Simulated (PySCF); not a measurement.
Stretching LiAs⁺

Set-up: PySCF, no relativity, basis sets Li pcseg-2, As pcseg-2. Energies in eV from Li⁺ + As in their ground configurations at the same level. State: ⁴Σ⁻ (quartet), unpaired electrons σ ↑, π ↑↑.

All columns are PBE0. A positive dipole points towards As; it is taken about the centre of mass and depends on that origin.

```tsv
R (Å)	E (eV)	μ (D)	Mulliken charge on Li (basis-dependent)	HOMO (eV)	LUMO (eV)	Mayer bond order	⟨S²⟩
2.358	-0.312	-7.56	0.78	-12.83	-9.11	0.40	3.75
2.468	-0.396	-8.06	0.80	-12.66	-8.99	0.37	3.75
2.578	-0.441	-8.57	0.81	-12.50	-8.86	0.34	3.75
2.660	-0.456	-8.96	0.82	-12.38	-8.75	0.32	3.75
2.742	-0.460	-9.36	0.83	-12.27	-8.65	0.30	3.75
2.824	-0.455	-9.76	0.84	-12.15	-8.54	0.28	3.75
2.934	-0.439	-10.31	0.86	-12.01	-8.39	0.26	3.75
3.071	-0.409	-11.00	0.87	-11.84	-8.21	0.24	3.75
3.236	-0.364	-11.84	0.89	-11.64	-7.99	0.21	3.75
3.455	-0.302	-12.99	0.91	-11.39	-7.70	0.17	3.75
```

A fit through these points gives, at Re = 2.733 Å, μ = -9.31 D and dμ/dR = -4.85 D/Å; the reduced mass is 6.415 u.

Q: How strong is the fundamental in the double-harmonic approximation, I = 42.26·(dμ/dR)²/μred km/mol?

A: I = 42.26·(-4.85)²/6.415 = 155 km/mol at PBE0.

Spin–orbit coupling is left out. For an ion De counts to the pair picked by the measured ionisation energies or electron affinities, which need not be the lowest pair at this level. The state was picked by a PBE0 search and need not be the measured ground state.
